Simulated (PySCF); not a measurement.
Computed vibrations of [Tm(H2O)4]2+

[Tm(H2O)4]2+ (singlet in the valence; each metal's 4f electrons, 13 of them, lie in its core potential, out of spins and levels). PySCF 2.14.0, RKS PBE0, Tm lcecp-0-SVP with ECP59, O def2-SVP, H def2-SVP; non-relativistic Hamiltonian with scalar-relativistic core potentials where named; density fitting; no spin-orbit coupling. Central differences of gradients.

```xyz
13

Tm    0.0000    0.0000    0.0000
O     1.3894    1.4125    1.4125
H     1.7524    1.2084    2.2901
H     1.7524    2.2901    1.2084
O    -1.3894   -1.4125    1.4125
H    -1.7524   -1.2084    2.2901
H    -1.7524   -2.2901    1.2084
O     1.3894   -1.4125   -1.4125
H     1.7524   -2.2901   -1.2084
H     1.7524   -1.2084   -2.2901
O    -1.3894    1.4125   -1.4125
H    -1.7524    2.2901   -1.2084
H    -1.7524    1.2084   -2.2901
```

Run from Python with OMP_NUM_THREADS=2. Where DIIS fails, smearing, a level shift and second-order steps follow.
It took 70 s on 2 threads of Arm Neoverse V2, on a shared host.

**Question.** What are the harmonic wavenumbers and infrared intensities?

**Answer.** Modes are labelled in D2d; negative numbers are unstable modes, those under 60 cm⁻¹ near the noise; a finer grid moves soft modes by up to 10 cm⁻¹.
```
cm⁻¹  km/mol  symmetry
-108       –        a2
  12     2.7         e
  12     2.7         e
  19     0.0        b1
  29     4.7        b2
  37     0.0        a1
  63     0.0        b1
  70     2.4         e
  70     2.4         e
 288     0.0        a1
 292     3.0         e
 292     3.0         e
 293     1.9        b2
 470     0.0        a2
 474    46.0         e
 474    46.0         e
 503     0.0        a1
 505     0.0        b1
 512   814.4        b2
 514   368.9         e
 514   368.9         e
1673   155.8        b2
1674   133.0         e
1674   133.0         e
1678     0.0        a1
3786   242.9         e
3786   242.9         e
3786   274.5        b2
3792     0.0        a1
3848     0.0        a2
3849     0.0        b1
3849   493.5         e
3849   493.5         e
```

**Question.** Is this a minimum?

**Answer.** No: 1 unstable; the lowest moves the atoms so:
```
Tm   0.00  0.00  0.00
O    0.00  0.01 -0.01
H    0.29 -0.13 -0.16
H   -0.29  0.16  0.13
O    0.00  0.01  0.01
H    0.29 -0.13  0.16
H   -0.29  0.16 -0.13
O    0.00 -0.01  0.01
H   -0.29 -0.16 -0.13
H    0.29  0.13  0.16
O    0.00 -0.01 -0.01
H   -0.29 -0.16  0.13
H    0.29  0.13 -0.16
```

An lcecp potential fixes the number of 4f electrons, so in runs with it no electron can move into or out of that shell.
